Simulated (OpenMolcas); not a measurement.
W4+ with 6 ligands (fluoride) in octahedral coordination (Oh). A charge of +0.333 e stands 2.6 Å behind each ligand. Ligand basis ANO-RCC-VDZP.

```
Program             : OpenMolcas 26.06
Method              : CASSCF
Basis               : ANO-RCC-VTZP [8s7p5d3f2g1h]
Scalar Hamiltonian  : DKH2, point nucleus
Active space        : 2 electrons in 5 orbitals (5d)
State averaging     : 2S+1 = 3 even, 10 roots; 2S+1 = 1 even, 15 roots
Spin-orbit coupling : RASSI with atomic mean-field integrals over the reference wave functions
```

All ligands move together. At R = 1.97 Å the first state of the same spin is 32989 cm-1, and at R = 2.02 Å it is 29294 cm-1.

Task: A third run gives 38087 cm-1. What distance was it run at?

Result: With a power law R^-n the two known points give n = -ln(29294 / 32989) / ln(2.02 / 1.97) = 4.74. Then R = 1.97 × (32989 / 38087)^(1/4.74) = 1.911 Å. The run was at 1.91 Å, so the estimate is off by +0.001 Å.

An orbital triplet at a regular site is open to Jahn-Teller coupling, which can distort the site and quench the lowest spin-orbit gaps and is left out. Without dynamic correlation the repulsion within the d shell is too large (B by tens of per cent), so at a given field states of lower spin stand too high. With metal d orbitals alone the field can be off either way by tens of per cent. Ligand-to-metal charge-transfer states are missing. With no ligand orbital active B as a rule stays too high, so bands that hang on it stand too high and its fall with covalency is understated. The least metal-like active orbital is 76 % on the metal (Löwdin) and no ligand orbital is active, so the numbers are rough (holds for R = 1.91). The least metal-like active orbital is 77 % on the metal (Löwdin) and no ligand orbital is active, so the numbers are rough (holds for R = 1.97). The least metal-like active orbital is 78 % on the metal (Löwdin) and no ligand orbital is active, so the numbers are rough (holds for R = 2.02). No measured value stands beside these numbers; the geometry is a model, was not optimised and need not be the one that this ion takes.
